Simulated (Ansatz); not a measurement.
`[OH][Ti]([OH])([OH])[Br]`, 8 atoms. Total charge 0; spin multiplicity 1. Correlated methods include outer-core shells of Br, Ti, which these sets cover unevenly. Scalar relativity is left out up to krypton. All runs use 8 threads of an Arm Neoverse V1 on a shared host. Correlated methods freeze the cores.

(1) Give the basis size and wall time and peak host memory of each of these runs in Ansatz. RKS PBE0-D4/def2-TZVPP energy; RKS PBE0-D4/def2-TZVP frequencies; RKS PBE0-D4/def2-SVP energy; RKS PBE-QIDH (frozen core)/def2-TZVPP energy; RKS r2SCANh-D4/def2-TZVPP energy; RHF-CCSD(T)/def2-TZVPP energy; RKS PBE0-D4/def2-TZVP relaxation (10 steps); RHF-MP2/def2-QZVPP energy; RKS ωB97M-V/def2-SVP energy; direct RPA on PBE orbitals/def2-TZVPP energy; RHF-CCSD(T)/def2-SVP energy; RKS ωB97M-V/def2-QZVPP energy. (Estimate.)

Results:

(1) Ansatz gave: Other jobs shared the machine, so times are rough.

```tsv
level	job	functions	wall time	peak host memory (GiB)
RKS PBE0-D4/def2-SVP	energy	120	1.2 s	0.31
RKS PBE0-D4/def2-TZVPP	energy	247	2.7 s	0.88
RKS r2SCANh-D4/def2-TZVPP	energy	247	4.6 s	0.89
RKS ωB97M-V/def2-SVP	energy	120	4.7 s	0.47
RKS PBE-QIDH (frozen core)/def2-TZVPP	energy	247	5 s	0.77
direct RPA on PBE orbitals/def2-TZVPP	energy	247	6 s	0.71
RHF-CCSD(T)/def2-SVP	energy	120	11 s	0.75
RKS ωB97M-V/def2-QZVPP	energy	443	15 s	2.3
RHF-MP2/def2-QZVPP	energy	443	16 s	2.6
RKS PBE0-D4/def2-TZVP	relaxation (10 steps)	204	30 s	0.69
RKS PBE0-D4/def2-TZVP	frequencies	204	100 s	0.69
RHF-CCSD(T)/def2-TZVPP	energy	247	4.3 min	5.9
```
